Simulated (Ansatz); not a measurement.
Program: Ansatz. Geometries: PBE0-D4/def2-TZVP. ΔE: electronic, gas phase. CCSD(T)/CBS is the MP2 limit (def2-TZVPP, def2-QZVPP) plus CCSD(T) − MP2 in def2-TZVPP, frozen cores. DFT in def2-TZVPP. For Ge, Mg outer-core shells are correlated without core-valence functions, which leaves a few kJ/mol of doubt a bond. Scalar relativity is left out up to krypton. Each species was taken in one conformer, which may not be the lowest.

Reaction (redistribution): `C[O][Mg][Cl]` + `C[S][Ge][NH2]` → `C[S][Mg][Cl]` + `C[O][Ge][NH2]`

```
  level  ΔE (kJ/mol)
PBE0-D4         15.8
ωB97X-V         10.3
    PBE         13.8
   PBE0         14.6
```

What does CCSD(T)/CBS give? (Estimate.)

The calculation gave: +17.7 kJ/mol. The listed levels differ from it by -1.9, -7.4, -3.9, -3.1 kJ/mol.

Largest T1 diagnostic among the species: 0.014.

In def2-TZVPP, CCSD(T) changes the Hartree–Fock value by +3.6 kJ/mol (the triples alone add −0.3 kJ/mol) and MP2 by +7.8 kJ/mol.
